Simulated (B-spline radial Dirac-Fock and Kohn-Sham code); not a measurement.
# Br: input and output of one calculation

ΔSCF core binding energies without Breit or QED terms, calculated with a radial B-spline solver. Keys: rel is the Hamiltonian (dirac, or spin-free x2c and nr, where L3 and M5 stand for the whole 2p and 3d shells), method is hf or an exchange,correlation pair (spin-unpolarised, also for the hole states), nuc the nuclear model, radius_factor scales its radius, rmax is the box in bohr, h the logarithmic mesh step, order the B-spline order, points the quadrature points per cell, c_factor scales the speed of light, and damp, ndamp, maxit and tol steer the iteration. The run stops when the commutator error falls below 10·tol·max(1, Z/10), or the numerical noise floor, and the energy has settled to about 1e-8 Ha; the virial ratio is −V/T.

Input (task.json):

```json
{"items": [{"Z": 35, "q": 0, "cfg": [[1, 0, 2], [2, 0, 2], [2, 1, 6], [3, 0, 2], [3, 1, 6], [3, 2, 10], [4, 0, 2], [4, 1, 5]], "A": 79, "rrms": 4.1629, "do": "settings", "holes": ["K", "L3", "M5"],
  "settings": [{"rel": "dirac", "method": "hf", "nuc": "fermi", "radius_factor": 1.0, "rmax": 45.0, "h": 0.3, "order": 8, "points": 10, "c_factor": 1.0, "maxit": 58, "damp": 0.995, "ndamp": 100, "tol": 1e-08}]}]}
```

Command: `python xray2_run.py task.json out`

Ground-state iterations:

```
iter   energy (Ha)        error
   1    -2604.53306297  1.26e+00
   2    -2604.93338103  9.83e-02
   3    -2604.93483309  9.75e-02
   4    -2604.93626175  9.67e-02
   5    -2604.93766737  9.59e-02
   6    -2604.93905032  9.51e-02
   7    -2604.94041097  9.43e-02
   8    -2604.94174967  9.35e-02
   9    -2604.94306677  9.27e-02
  10    -2604.94436263  9.20e-02
  11    -2604.94563757  9.12e-02
  12    -2604.94689194  9.04e-02
  13    -2604.94812607  8.97e-02
  14    -2604.94934027  8.90e-02
  15    -2604.95053488  8.82e-02
  23    -2604.95942276  8.25e-02
  31    -2604.96722469  7.72e-02
  39    -2604.97407274  7.23e-02
  47    -2604.98008308  6.76e-02
  55    -2604.98535787  6.33e-02
  58    -2604.98716497  6.18e-02
```

The ground state had not converged after 58 iterations, with total energy -2604.98716 Ha, virial ratio 1.97091 and highest orbital energy -11.72 eV. ΔSCF binding energies: K (1s) 13525.4 eV, M5 (3d5/2) 80.61 eV (not all states converged, so these are not final). Holes are computed only in closed shells, and unreliable hole states are left out.

Task: One setting is unsound. Which, and why?

Result: damp is so close to 1 that the orbitals hardly move in each step. With the default settings (Dirac Hartree-Fock): The ground state converged in 10 iterations, with total energy -2605.02339 Ha, virial ratio 1.97482 and highest orbital energy -12.23 eV. ΔSCF binding energies: K (1s) 13511.8 eV, M5 (3d5/2) 76.56 eV. Holes are computed only in closed shells, and unreliable hole states are left out.
